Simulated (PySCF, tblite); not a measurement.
Isomers of [C6H9NO]+ (charge +1 and doublet state). Level: GFN2-xTB in tblite, geometry and Hessian alike; calculated harmonic values, unscaled, isolated species. Against measured fundamentals such values can be off by several per cent, at times by over 20. One conformer each. Open shells enter through the occupations alone, without spin polarisation, and single modes of such species can be off by tens of per cent.

Electronic energies: B3LYP/pcH-1 single points on the GFN2-xTB geometries (PySCF, gas phase).

```json
{"SMILES": "[O+]=C[C@@H]1CC=NCC1", "electronic energy, lowest = 0 (kcal/mol)": "0.0"}
{"SMILES": "[CH+]=[C]CC(=O)N(C)C", "electronic energy, lowest = 0 (kcal/mol)": "25.7"}
{"SMILES": "CC[C]1C=NO[C+]1C", "electronic energy, lowest = 0 (kcal/mol)": "17.1"}
{"SMILES": "C[C+]=[C][C@H](C)NC=O", "electronic energy, lowest = 0 (kcal/mol)": "16.1"}
{"SMILES": "[CH2+][C]=CCC(=O)NC", "electronic energy, lowest = 0 (kcal/mol)": "7.6"}
```

Task: How do GFN2-xTB zero-point energies change the relative energies?

Result: 
```tsv
SMILES	ZPE (kcal/mol)	of it from modes above 1550 cm⁻¹	electronic (kcal/mol)	with ZPE, lowest = 0 (kcal/mol)	lowest mode (cm⁻¹)	rings
[O+]=C[C@@H]1CC=NCC1	86.5	43.3	0.0	0.0	35	1
[CH2+][C]=CCC(=O)NC	82.9	44.5	7.6	3.9	34	0
C[C+]=[C][C@H](C)NC=O	83.1	43.9	16.1	12.6	32	0
CC[C]1C=NO[C+]1C	84.8	38.5	17.1	15.3	51	1
[CH+]=[C]CC(=O)N(C)C	83.7	44.4	25.7	22.8	68	0
```

The zero-point energies span 3.6 kcal/mol, from `[CH2+][C]=CCC(=O)NC` to `[O+]=C[C@@H]1CC=NCC1`. The order is unchanged.

Task: And how do the electronic energies of GFN2-xTB itself compare?

Result: `[O+]=C[C@@H]1CC=NCC1` 0.0; `[CH2+][C]=CCC(=O)NC` 20.1; `C[C+]=[C][C@H](C)NC=O` 22.8; `CC[C]1C=NO[C+]1C` 14.1; `[CH+]=[C]CC(=O)N(C)C` 24.6 kcal/mol, lowest = 0. Against the energies above, taken from the same isomer `[O+]=C[C@@H]1CC=NCC1`, the largest difference is 12.5 kcal/mol.

Task: What do entropy and thermal enthalpy add at 298.15 K and 1 bar (rigid rotor, harmonic oscillator, one conformer each)?

Result: 
```
               SMILES  point group  symmetry number  S (cal/(mol K))  H − H(0) (kcal/mol)  ZPE + H − H(0) − TS (kcal/mol)
 [O+]=C[C@@H]1CC=NCC1           C1                1             88.7                 5.43                            65.5
  [CH2+][C]=CCC(=O)NC           C1                1             99.3                 6.80                            60.1
C[C+]=[C][C@H](C)NC=O           C1                1            100.7                 6.86                            59.9
     CC[C]1C=NO[C+]1C           C1                1             92.8                 6.02                            63.1
 [CH+]=[C]CC(=O)N(C)C           C1                1             96.9                 6.69                            61.5
```

S holds R ln(2S + 1) for the spin.
